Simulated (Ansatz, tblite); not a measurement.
Spin states of Pd₂H₃ (the lowest doublet isomer of a short search), each relaxed with PBE0-D4/def2-TZVP in Ansatz. Electronic energies in the gas phase.

In the def2 sets Pd takes a core potential; there is no spin–orbit coupling. The xTB rows come from tblite. Correlated methods freeze no core orbitals; core or outer-core shells of Pd are correlated, in sets that lack core-valence functions. HOMO above LUMO, or a gap near zero within one spin, warns that the state may not be the lowest or that an electron is smeared out. In the doublet, H3 and H5 lie 0.85 Å apart (atoms count from 1), so H2 has formed as a molecule. In the quartet, H3 and H5 lie 0.81 Å apart (atoms count from 1), so H2 has formed as a molecule. The structure comes from a short search, and lower isomers may exist.

Doublet geometry (Cs within 0.1 Å):

| atom | x (Å) | y (Å) | z (Å) |
| --- | --- | --- | --- |
| Pd1 | 0.224 | 0.100 | -0.212 |
| Pd2 | -2.105 | 0.509 | 0.798 |
| H3 | 1.329 | -1.165 | -0.422 |
| H4 | -1.118 | 1.238 | -0.351 |
| H5 | 1.671 | -0.683 | 0.187 |

Quartet geometry (Cs within 0.1 Å):

```xyz
5

Pd   -0.253    0.146   -0.053
Pd    2.421    0.656    0.427
H    -1.699   -0.887   -0.284
H     0.643    1.521    0.064
H    -1.112   -1.436   -0.154
```

⟨S²⟩: doublet 0.76 at PBE0-D4/def2-TZVP (pure 0.75), quartet 3.75 at PBE0-D4/def2-TZVP (pure 3.75).

Only these spin states were relaxed.

| level | quartet − doublet (kcal/mol) | lowest of these | remarks |
| --- | --- | --- | --- |
| PBE-D4/def2-TZVP | 52.0 | doublet | gap within one spin near zero (doublet), gap within one spin near zero (quartet) |
| PBE0-D4/def2-TZVP | 45.7 | doublet | – |
| CCSD/def2-TZVP | 41.0 | doublet | – |
| CCSD(T)/def2-TZVP | 45.8 | doublet | – |

(1) Estimate the rows for GFN2-xTB, r2SCAN-D4/def2-TZVP, r2SCAN0-D4/def2-TZVP, ωB97M-V/def2-TZVP.

Answers

(1) 
```
               level  quartet − doublet (kcal/mol)  lowest of these
            GFN2-xTB                          66.8          doublet
 r2SCAN-D4/def2-TZVP                          49.2          doublet
r2SCAN0-D4/def2-TZVP                          42.9          doublet
   ωB97M-V/def2-TZVP                          48.3          doublet
```

The xTB methods have no term that favours high spin, so they put low spin too low.
